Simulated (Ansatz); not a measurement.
SbH4O2, doublet: at the start structure of a reaction step.

The input file, in.yaml:

```yaml
crystal:
  periodic: [false, false, false]
  atoms:
    - {symbol: H, position_ang: [0.593200, -1.088854, 0.916704]}
    - {symbol: Sb, position_ang: [0.904558, 0.552795, 1.259063]}
    - {symbol: O, position_ang: [-1.029845, 0.433991, -1.391879]}
    - {symbol: O, position_ang: [-1.993801, -0.395108, -1.086534]}
    - {symbol: H, position_ang: [1.906785, 0.712532, -0.111593]}
    - {symbol: H, position_ang: [2.245247, 0.133833, 2.241622]}
    - {symbol: H, position_ang: [-2.626145, -0.349089, -1.827381]}
basis:
  gaussian: {orbitals: def2-TZVPP}
magnetization: {spin_polarized: true, initial_magnetization: 1}
hamiltonian: {xc: pbe, dispersion: d4}
```

Run by:

```bash
ansatz run in.yaml --threads 4 --pin off --events-out ev --progress --plain --max-ram 9574MiB
```

What Ansatz 0.2.0 printed:

```
Functional definition: PBE
  name "PBE"
  cite "Perdew, Burke & Ernzerhof, Phys. Rev. Lett. 77, 3865 (1996) doi:10.1103/PhysRevLett.77.3865"
  parent pbe
  parameter kappa = 0.804
  parameter beta = 0.06672455060314922
  exchange = pbe_x(kappa = kappa, mu = beta*pi^2/3)
  correlation = pbe_c(beta = beta)
921 factors; their error is unknown
mean field evaluation 1: about -10677.4661 eV, gradient 4.7e1 eV
mean field evaluation 2: about -10323.2231 eV, gradient 1.7e2 eV
mean field evaluation 4: about -10662.0152 eV, gradient 5.9e1 eV
mean field evaluation 8: about -10689.8822 eV, gradient 3.2e0 eV
mean field evaluation 16: about -10689.9257 eV, gradient 1.9e-3 eV
mean field evaluation 32: about -10689.9060 eV, gradient 2.6e0 eV
mean field -10689.92571158 eV, -392.8475240086 hartree, gradient 4.2e-5 eV, S^2 0.752105; 4 other end points of the search recorded, 0 dependent functions left out
reference -10689.92575559 eV, -392.8475256261 hartree; 22, 21 occupied and 146, 147 virtual orbitals, 921 factors
Total energy: -10690.01656253 eV, -392.8508627195 hartree
```

The lines “mean field evaluation” count trial sets of orbitals through the whole run, from several starts and some on an approximate energy, so they need not fall steadily or lie above the final value.

Hardware: 4 CPU threads of a Oxide Virtual Turin-like, shared host. Wall time about 3.2 s.
